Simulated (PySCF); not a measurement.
Working out the ionisation energy of S⁺

S⁺ [Ne] 3s2 3p3 (4S) → S²⁺ [Ne] 3s2 3p2 (3P). Calculation: PySCF 2.14, in aug-cc-pVQZ-DK; the spin-free X2C one-electron Hamiltonian (Gaussian nucleus). Frozen: [Ne]. Energies in hartree (1 hartree = 27.21139 eV):

| part | S⁺ (lower) | S²⁺ (upper) |
| --- | --- | --- |
| UHF | -398.255190 | -397.420474 |
| MP2 opposite-spin | -0.071173 | -0.060564 |
| MP2 same-spin | -0.025378 | -0.011709 |

**Question.** What does Hartree-Fock give?

**Answer.** (-397.420474) − (-398.255190) = 0.834716 hartree = 22.714 eV.

**Question.** What do MP2 and SCS-MP2 (6/5 opposite-spin, 1/3 same-spin) give?

**Answer.** The opposite-spin parts differ by 0.289 eV and the same-spin parts by 0.372 eV. MP2: 22.714 + (0.289) + (0.372) = 23.375 eV. SCS-MP2: 22.714 + 1.2 × (0.289) + (0.372)/3 = 23.185 eV.

A first-order spin-orbit estimate adds -0.062 eV to MP2 (valence), giving 23.313 eV against 23.338 eV (measured; NIST Atomic Spectra Database, ionization energies).

What remains against the reference includes basis incompleteness, the frozen core and correlation beyond second order.
